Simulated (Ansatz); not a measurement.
## Molecular dynamics of H4C

The input (input.yaml):

```yaml
accuracy: low
crystal:
  lattice:
    - [7.891236, 0.0, 0.0]
    - [0.0, 7.891236, 0.0]
    - [0.0, 0.0, 7.891236]
  atoms:
    - { symbol: C, position: [0.19354631, 0.16487561, 0.46689804] }
    - { symbol: H, position: [0.22228139, 0.07096747, 0.56468377] }
    - { symbol: H, position: [0.1030675, 0.25697128, 0.51695036] }
    - { symbol: H, position: [0.13906754, 0.10155665, 0.35627916] }
    - { symbol: H, position: [0.30989351, 0.23047764, 0.42998427] }
    - { symbol: C, position: [0.59772293, 0.91314859, 0.14476545] }
    - { symbol: H, position: [0.70676586, 0.9677924, 0.2114375] }
    - { symbol: H, position: [0.50516619, 0.86536938, 0.23620729] }
    - { symbol: H, position: [0.64089539, 0.80844561, 0.06581399] }
    - { symbol: H, position: [0.53978733, 1.00953066, 0.06373279] }
    - { symbol: C, position: [0.91596569, 0.59638336, 0.4554269] }
    - { symbol: H, position: [0.85769249, 0.62800186, 0.33370585] }
    - { symbol: H, position: [1.05381774, 0.6106845, 0.4475718] }
    - { symbol: H, position: [0.88486665, 0.46590881, 0.49067843] }
    - { symbol: H, position: [0.86654378, 0.68157935, 0.55232494] }
    - { symbol: C, position: [0.94091221, 0.21653436, 0.87709342] }
    - { symbol: H, position: [0.99295782, 0.09443634, 0.9164501] }
    - { symbol: H, position: [0.83271662, 0.24920608, 0.9572682] }
    - { symbol: H, position: [0.89977345, 0.20883807, 0.74504378] }
    - { symbol: H, position: [1.0385641, 0.31395589, 0.88879705] }
    - { symbol: C, position: [0.41538313, 0.42279349, 0.83152015] }
    - { symbol: H, position: [0.52339394, 0.47498773, 0.90072224] }
    - { symbol: H, position: [0.46054655, 0.33261433, 0.73651822] }
    - { symbol: H, position: [0.34650443, 0.52538746, 0.76872755] }
    - { symbol: H, position: [0.33099232, 0.35799928, 0.92025088] }
    - { symbol: C, position: [0.8811561, 0.68886262, 0.89272084] }
    - { symbol: H, position: [0.89258342, 0.77349309, 1.00150016] }
    - { symbol: H, position: [0.7486009, 0.65218593, 0.87386333] }
    - { symbol: H, position: [0.95704834, 0.57485679, 0.91359845] }
    - { symbol: H, position: [0.92580191, 0.75580708, 0.78024218] }
basis:
  ecutwfc: 420.0
kpoints:
  mp_grid: { grid: [1, 1, 1] }
hamiltonian:
  xc: pbe
  dispersion: d3bj
scf:
  occupations: { method: fermi_dirac, width: 0.05 }
  lower_state_search: "off"
md:
  timestep: 0.5
  n_steps: 300
  ensemble: nvt_langevin
  temperature: 400.0
  initial_velocities: maxwell_boltzmann
  seed: 752810
  friction: 0.02
  masses: [{ species: H, mass: 2.014 }]
```

Run as:

```bash
$ ansatz run input.yaml --threads 1 --pin off --max-ram 3072MiB --backend cpu --events-out ev --progress --plain --runs-dir out
```

It starts from a partly relaxed structure (largest force component 0.12 eV/Å).

Output, in part (step lines):

```
md step     0: t =     0.00 fs  T =   386.7 K  F+E_penalty+E_count = -1894.68244007 eV  E_kin = 1.499416 eV  (8 SCF iters)
md step     1: t =     0.50 fs  T =   398.1 K  F+E_penalty+E_count = -1894.66218227 eV  E_kin = 1.543647 eV  (6 SCF iters)
md step     2: t =     1.00 fs  T =   375.6 K  F+E_penalty+E_count = -1894.60136164 eV  E_kin = 1.456345 eV  (6 SCF iters)
md step     3: t =     1.50 fs  T =   341.7 K  F+E_penalty+E_count = -1894.50908255 eV  E_kin = 1.324878 eV  (6 SCF iters)
md step     4: t =     2.00 fs  T =   295.1 K  F+E_penalty+E_count = -1894.40130044 eV  E_kin = 1.144491 eV  (6 SCF iters)
md step     5: t =     2.50 fs  T =   270.3 K  F+E_penalty+E_count = -1894.29647335 eV  E_kin = 1.048152 eV  (4 SCF iters)
md step     6: t =     3.00 fs  T =   267.7 K  F+E_penalty+E_count = -1894.20625461 eV  E_kin = 1.038148 eV  (5 SCF iters)
md step     7: t =     3.50 fs  T =   235.2 K  F+E_penalty+E_count = -1894.13565595 eV  E_kin = 0.912082 eV  (4 SCF iters)
[... lines left out ...]
md step   300: t =   150.00 fs  T =   475.5 K  F+E_penalty+E_count = -1893.59530839 eV  E_kin = 1.843985 eV  (6 SCF iters)
```

The steps, from the saved trajectory:

```csv
time (fs),T (K),potential energy less start (eV)
0.0,387,0.000
5.0,216,0.622
10.0,212,0.731
15.0,339,0.246
20.0,280,0.575
25.0,270,0.696
30.0,341,0.516
35.0,327,0.624
40.0,281,0.797
45.0,348,0.616
50.0,363,0.653
55.0,332,0.768
60.0,379,0.774
65.0,409,0.621
70.0,379,0.710
75.0,383,0.705
80.0,379,0.686
85.0,432,0.720
90.0,416,0.640
95.0,410,0.717
100.0,421,0.704
105.0,400,0.844
110.0,470,0.529
115.0,362,0.894
120.0,317,1.009
125.0,438,0.669
130.0,366,1.020
135.0,408,1.023
140.0,501,0.663
145.0,456,1.122
150.0,476,1.087
```

The run went to its last step. A run of 0.15 ps of so small a system gives no equilibrium averages. Limits of this set-up: coarse k mesh, low accuracy level.

Mean squared displacements from the first frame to the last, about the centre of mass: C 0.28 Å², H 1.54 Å².

Last frame:

```xyz
30
Lattice="7.8912 0.0000 0.0000 0.0000 7.8912 0.0000 0.0000 0.0000 7.8912" Properties=species:S:1:pos:R:3
C 1.800 1.136 3.536
H 1.866 0.703 4.529
H 1.183 2.044 3.334
H 1.526 0.451 2.722
H 2.872 1.446 3.373
C 4.842 7.954 0.945
H 5.577 8.395 1.696
H 4.012 8.701 1.083
H 4.522 6.914 0.893
H 5.168 8.061 -0.159
C 7.654 3.968 3.268
H 8.328 3.648 2.486
H 8.148 4.475 4.142
H 7.028 3.098 3.670
H 6.931 4.678 2.831
C 7.266 1.986 6.832
H 7.143 2.308 7.898
H 6.328 2.150 6.315
H 7.432 0.865 6.835
H 8.042 2.494 6.331
C 3.527 3.287 6.711
H 4.098 4.218 6.472
H 4.325 2.657 7.091
H 3.062 2.926 5.855
H 2.737 3.501 7.332
C 7.364 5.779 7.018
H 7.283 4.995 7.771
H 7.654 5.176 6.150
H 8.077 6.579 7.398
H 6.333 6.212 6.752
```

Time of the run: 6.9 min on 1 thread of Arm Neoverse V2, with other jobs on the host, peak memory 0.48 GiB.
